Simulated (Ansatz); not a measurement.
Species: H3GeO, SMILES `[OH][GeH2]` (H–O–Ge–H torsion 45°) (charge 0, multiplicity 2), formula H$_{3}$GeO.

How many basis functions does Ansatz (an electronic-structure program) with frozen-core CCSD(T)/cc-pVTZ // r2SCAN-D4/def2-TZVP use, how many core orbitals are frozen, and how many electrons are correlated?

115 basis functions and 10 frozen orbitals, which leaves 23 correlated electrons (filled d shells below the valence shell are correlated). Core time is of the order of seconds.
